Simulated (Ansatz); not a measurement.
Ansatz results at the PBE0-D4/def2-TZVP geometry: size of the dipole moment (B3LYP/def2-TZVPP) 3.24 D; LUMO energy (PBE0/def2-TZVPP) -0.26 eV; HOMO energy (B3LYP/def2-TZVPP) -8.22 eV.

Problem. Which molecule gave them?
A. `C[CH2][GeH]([OH])[OH]`
B. `[CH3][GeH2][GeH3]`
C. `[CH3][Ge]([F])([F])[SiH3]`
D. `C[N](C)[Ge]([CH3])([SiH3])[GeH3]`

Solution. C. The others give `[CH3][GeH2][GeH3]`: 0.84, 0.43, -7.68; `C[CH2][GeH]([OH])[OH]`: 1.76, 0.61, -7.94; `C[N](C)[Ge]([CH3])([SiH3])[GeH3]`: 0.85, -0.05, -5.89.

B3LYP here is the variant with VWN-RPA as its local correlation; programs differ in this.
